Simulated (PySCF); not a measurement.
## Electric field gradients and quadrupole coupling constants

Species: C4H13ClN2Si2.
Atom-mapped SMILES: `[CH3:1][NH:2][Si@@H:3]1[CH2:4][Si@@H:5]([Cl:6])[CH2:7][N:8]1[CH3:9]` (hydrogens: H10, H11, H12 on C1; H13 on N2; H14 on Si3; H15, H16 on C4; H17 on Si5; H18, H19 on C7; H20, H21, H22 on C9)

Geometry (GFN2-xTB, Å), atoms numbered from 1 in this order:
```
atom  x, y, z in Å
C1     2.8361   -1.3806    0.0899
N2     1.5423   -0.9979    0.5980
Si3    0.2758   -0.5095   -0.4565
C4     0.6861    1.1825   -1.2199
Si5   -0.7340    2.2938   -0.6594
Cl6   -1.7284    3.1330   -2.2127
C7    -1.8621    1.0251    0.2075
N8    -1.0724   -0.1388    0.5393
C9    -1.8082   -1.1462    1.2541
H10    3.0757   -0.7450   -0.7590
H11    2.8668   -2.4227   -0.2476
H12    3.6001   -1.2428    0.8572
H13    1.2950   -1.5206    1.4241
H14   -0.0286   -1.4830   -1.5326
H15    1.6447    1.5496   -0.8660
H16    0.7559    1.1168   -2.3022
H17   -0.3355    3.3739    0.2455
H18   -2.7122    0.7434   -0.4334
H19   -2.2978    1.4296    1.1286
H20   -2.2014   -0.7349    2.1890
H21   -1.1527   -1.9815    1.4874
H22   -2.6556   -1.5249    0.6679
```

Field gradients from the PBE0/pcSseg-1 density (PySCF, non-relativistic), principal values in atomic units, ordered |Vxx| ≤ |Vyy| ≤ |Vzz|:

| atom | Vxx | Vyy | Vzz |
| --- | --- | --- | --- |
| N2 | 0.3039 | 0.7297 | -1.0336 |
| Cl6 | -0.9864 | -1.0486 | 2.0349 |
| N8 | 0.3124 | 0.8024 | -1.1149 |

Task: Find the asymmetry η = (Vxx − Vyy)/Vzz and the couplings χ = eQV/h (234.96 MHz × Q in barn × V in au), with Q(14N) = 0.02044 b, Q(35Cl) = −0.0817 b.

Result: 
| atom | environment | nucleus | η | χzz (MHz) | χxx (MHz) | χyy (MHz) |
| --- | --- | --- | --- | --- | --- | --- |
| N2 | silicon-bound nitrogen | 14N | 0.41 | -4.964 | 1.460 | 3.505 |
| Cl6 | silicon-bound chlorine | 35Cl | 0.03 | -39.06 | 18.93 | 20.13 |
| N8 | silicon-bound nitrogen | 14N | 0.44 | -5.35 | 1.50 | 3.85 |

The gradient is axial or nearly so (η below 0.05) at Cl6. The tensor is traceless: Vxx + Vyy + Vzz = 0.

Task: What is Vzz at N8 in SI units (1 au = 9.71736 × 10²¹ V/m²)?

Result: -1.1149 au = -10.834 × 10²¹ V/m².

Task: And the gradient at the other heavy atoms, for which no coupling is worked out here?

Result: 
```
atom                   environment  Vzz (au)     η
  C1               N-methyl carbon     0.223  0.04
 Si3                   SiH silicon    -0.196  0.84
  C4   sp3 carbon bound to silicon    -0.061  0.37
 Si5        chlorine-bound silicon     0.688  0.32
  C7  sp3 carbon bound to nitrogen     0.244  0.41
  C9               N-methyl carbon     0.213  0.04
```

Task: What couplings would deuterons (Q(2H) = 0.00286 b) have in place of the hydrogens, at this geometry?

Result: 
| atom | bonded to | bond length (Å) | Vzz (au) | η | χzz (kHz) |
| --- | --- | --- | --- | --- | --- |
| H10 | C1 | 1.087 | 0.3100 | 0.07 | 208 |
| H11 | C1 | 1.096 | 0.2955 | 0.04 | 199 |
| H12 | C1 | 1.092 | 0.3044 | 0.05 | 205 |
| H13 | N2 | 1.008 | 0.4241 | 0.18 | 285 |
| H14 | Si3 | 1.483 | 0.1475 | 0.01 | 99 |
| H15 | C4 | 1.086 | 0.3310 | 0.03 | 222 |
| H16 | C4 | 1.086 | 0.3286 | 0.03 | 221 |
| H17 | Si5 | 1.464 | 0.1596 | 0.02 | 107 |
| H18 | C7 | 1.101 | 0.2883 | 0.06 | 194 |
| H19 | C7 | 1.096 | 0.2991 | 0.06 | 201 |
| H20 | C9 | 1.094 | 0.2987 | 0.05 | 201 |
| H21 | C9 | 1.087 | 0.3130 | 0.07 | 210 |
| H22 | C9 | 1.098 | 0.2919 | 0.05 | 196 |

Isolated species at its GFN2-xTB geometry (one conformer only). GFN2-xTB bond lengths can be off by several hundredths of an ångström, more for odd bonds, and the gradients follow them. The small basis limits the accuracy of the gradients.
